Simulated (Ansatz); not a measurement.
A first, cheap relaxation of CH4GeO, SMILES `O=[CH][GeH3]`.

```yaml
crystal:
  periodic: [false, false, false]
  atoms:
    - {symbol: O, position_ang: [-0.088500, -1.804800, 1.055500]}
    - {symbol: C, position_ang: [-0.460800, -1.066900, 0.093900]}
    - {symbol: Ge, position_ang: [0.243600, 0.701800, -0.106000]}
    - {symbol: H, position_ang: [-1.081700, -1.430800, -0.647000]}
    - {symbol: H, position_ang: [-0.290000, 1.354400, -1.391200]}
    - {symbol: H, position_ang: [-0.108200, 1.567800, 1.143200]}
    - {symbol: H, position_ang: [1.846800, 0.610400, -0.194000]}
basis:
  gaussian: {orbitals: def2-SVP}
hamiltonian: {xc: pbe, dispersion: d4}
relax: {f_tol: 0.03, max_steps: 200}
```

```sh
$ ansatz run in.yaml --threads 2 --pin off --events-out ev --progress --plain --max-ram 4352MiB
```

It prints (some lines left out):

```
Functional definition: PBE
mean field -59644.22937828 eV, -2191.8850013409 hartree, gradient 5.8e-5 eV, S^2 0.000000; 0 other end points of the search recorded, 0 dependent functions left out
relax step   1: F+E_penalty+E_count = -59644.33246312 eV  Δ(F+E_penalty+E_count) = +0.000e0 eV  max|allowed force component| = 4.829e0 eV/Å  Δτ_max = 0.0000 Å  (25 SCF iters, accepted)
mean field -59644.25083071 eV, -2191.8857897035 hartree, gradient 2.6e-5 eV, S^2 0.000000; 0 other end points of the search recorded, 0 dependent functions left out
relax step   2: F+E_penalty+E_count = -59644.35314007 eV  Δ(F+E_penalty+E_count) = -2.068e-2 eV  max|allowed force component| = 3.621e0 eV/Å  Δτ_max = 0.1947 Å  (33 SCF iters, accepted)
mean field -59644.57037057 eV, -2191.8975325767 hartree, gradient 1.8e-5 eV, S^2 0.000000; 0 other end points of the search recorded, 0 dependent functions left out
relax step   3: F+E_penalty+E_count = -59644.67262411 eV  Δ(F+E_penalty+E_count) = -3.195e-1 eV  max|allowed force component| = 1.062e0 eV/Å  Δτ_max = 0.2000 Å  (33 SCF iters, accepted)
mean field -59644.59401209 eV, -2191.8984013866 hartree, gradient 7.0e-6 eV, S^2 0.000000; 0 other end points of the search recorded, 0 dependent functions left out
relax step   4: F+E_penalty+E_count = -59644.69594374 eV  Δ(F+E_penalty+E_count) = -2.332e-2 eV  max|allowed force component| = 2.795e-1 eV/Å  Δτ_max = 0.0814 Å  (29 SCF iters, accepted)
mean field -59644.60654683 eV, -2191.8988620296 hartree, gradient 2.5e-5 eV, S^2 0.000000; 0 other end points of the search recorded, 0 dependent functions left out
relax step   5: F+E_penalty+E_count = -59644.70816625 eV  Δ(F+E_penalty+E_count) = -1.222e-2 eV  max|allowed force component| = 1.086e-1 eV/Å  Δτ_max = 0.0856 Å  (28 SCF iters, accepted)
mean field -59644.60718967 eV, -2191.8988856537 hartree, gradient 1.7e-5 eV, S^2 0.000000; 0 other end points of the search recorded, 0 dependent functions left out
relax step   6: F+E_penalty+E_count = -59644.70891120 eV  Δ(F+E_penalty+E_count) = -7.450e-4 eV  max|allowed force component| = 2.807e-2 eV/Å  Δτ_max = 0.0125 Å  (29 SCF iters, accepted)
mean field -59644.60718967 eV, -2191.8988856537 hartree, gradient 1.7e-5 eV, S^2 0.000000; 1 other end points of the search recorded, 0 dependent functions left out
Total energy: -59644.70894075 eV, -2191.9026249368 hartree
Atom 0 at    -0.190322    -1.773315     1.115892 Å, force     0.007257    -0.022437     0.028070 eV/Å
Atom 1 at    -0.435705    -1.128375     0.120309 Å, force     0.001180     0.027319    -0.015405 eV/Å
Atom 2 at     0.289942     0.748562    -0.112126 Å, force    -0.005841     0.005020    -0.000879 eV/Å
Atom 3 at    -1.075239    -1.560301    -0.714150 Å, force    -0.009368    -0.008682    -0.014033 eV/Å
Atom 4 at    -0.302435     1.437133    -1.371425 Å, force    -0.001741    -0.002733    -0.002290 eV/Å
Atom 5 at    -0.055678     1.558792     1.160901 Å, force     0.000567     0.003800     0.004516 eV/Å
Atom 6 at     1.830637     0.649404    -0.245001 Å, force     0.007945    -0.002287     0.000022 eV/Å
Dipole moment:    -0.074184     0.188985    -0.295577 e Å
```

Hardware: 2 threads of an Intel Xeon Platinum 8259CL on a shared host. Wall time 9 s, peak host memory 0.16 GiB.
